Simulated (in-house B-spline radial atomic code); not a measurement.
How numerical settings move a run on Sb2+, [Kr] 4d10 5s2 5p1. Computed with a B-spline radial code for spherical atoms: scalar-relativistic (X2C) M06-2X, spherical fractional occupations, Fermi nucleus of rms radius 4.6802 fm.

Command:
```bash
python run_scf.py task.json out
```
Settings of the sound reference run:
```
Z                51
electrons        49
configuration    [Kr] 4d10 5s2 5p1
hamiltonian      x2c
method           m062x
spin_polarised   False
nucleus          fermi
rms_radius       4.6802
mass_number      121
atomic_mass      120.9038
speed_of_light   137.036
knot_spacing     0.22
spline_order     8
gauss_points     12
box_radius       22.22
max_iterations   70
damping          0.5
damped_steps     3
diis_vectors     10
tolerance        1e-08
start            Thomas-Fermi
```

Cost of the run: 0.33 s on 1 thread of Arm Neoverse V2 (shared host).

It converges in 15 iterations to -6480.381344 hartree, with 5p at -18.2821 eV. The other runs change the listed settings, some to values that make no sense; their results aren't properties of the atom or ion. Radii are in bohr (the nuclear one in fm), a minus after a letter asks for a j subshell, and «unchanged» means within 1e-8 hartree. The run stops when the residual is below 10 × tolerance × max(1, Z/10), or a noise floor if that is larger, and the energy moves by less than 1e-8 × √|E| hartree; so very loose and very tight tolerances often act alike.

```tsv
changed settings	outcome
first_knot = 0.00196, max_iterations = 75, damping = 0.95, damped_steps = 8	converged in 14 iterations, energy +1.36e-02 hartree from the reference, 5p level +4.9e-03 eV
gauss_points = 3, box_radius = 1.33, max_iterations = 100	converged in 10 iterations, energy -1.36e+01 hartree from the reference, 5p level +4.1e+02 eV (the program warns: 5p has a positive eigenvalue: unbound, held by the box; 4d has a positive eigenvalue: unbound, held by the box)
gauss_points = 6	converged in 14 iterations, energy -4.75e-07 hartree from the reference, 5p level -6.9e-07 eV (the program warns: states collapsed into the nucleus by a negative tau potential were left out of the aufbau)
gauss_points = 5, max_iterations = 100, start = bare nucleus	converged in 13 iterations, energy +2.84e-06 hartree from the reference, 5p level +5.8e-06 eV (the program warns: states collapsed into the nucleus by a negative tau potential were left out of the aufbau)
gauss_points = 8	converged in 17 iterations, energy +1.49e-08 hartree from the reference (the program warns: states collapsed into the nucleus by a negative tau potential were left out of the aufbau)
first_knot = 0.00196	converged in 9 iterations, energy +1.36e-02 hartree from the reference, 5p level +4.9e-03 eV
hamiltonian = dirac, method = r2scan	stopped with error: meta-GGAs are not served with the Dirac Hamiltonian
damping = 0.95	converged in 37 iterations, energy unchanged (the program warns: states collapsed into the nucleus by a negative tau potential were left out of the aufbau)
gauss_points = 16	converged in 18 iterations, energy -8.64e-08 hartree from the reference (the program warns: states collapsed into the nucleus by a negative tau potential were left out of the aufbau)
first_knot = 0.000196	converged in 9 iterations, energy +2.78e-04 hartree from the reference, 5p level +1.0e-03 eV
damping = 0.2	converged in 14 iterations, energy unchanged (the program warns: states collapsed into the nucleus by a negative tau potential were left out of the aufbau)
box_radius = 3.33, max_iterations = 60, damping = 0.8	converged in 15 iterations, energy +5.85e-01 hartree from the reference, 5p level +1.0e+01 eV (the program warns: 5p reaches the box edge; states collapsed into the nucleus by a negative tau potential were left out of the aufbau)
damping = 0.8	converged in 13 iterations, energy unchanged (the program warns: states collapsed into the nucleus by a negative tau potential were left out of the aufbau)
first_knot = 1.96e-06	converged in 31 iterations, energy +5.24e-06 hartree from the reference, 5p level +2.2e-06 eV (the program warns: states collapsed into the nucleus by a negative tau potential were left out of the aufbau)
```

What happens with first_knot = 1.96e-05?

Converged in 22 iterations, energy -3.95e-04 hartree from the reference, 5p level +6.2e-03 eV (the program warns: states collapsed into the nucleus by a negative tau potential were left out of the aufbau).

What happens with gauss_points = 3?

Converged in 11 iterations, energy -7.27e+01 hartree from the reference, 5p level -3.4e-01 eV (the program warns: states collapsed into the nucleus by a negative tau potential were left out of the aufbau).

What happens with damping = 0?

Converged in 12 iterations, energy unchanged (the program warns: states collapsed into the nucleus by a negative tau potential were left out of the aufbau).

What happens with first_knot = 0.0588?

Converged in 9 iterations, energy +5.49e+00 hartree from the reference, 5p level -3.9e-03 eV.
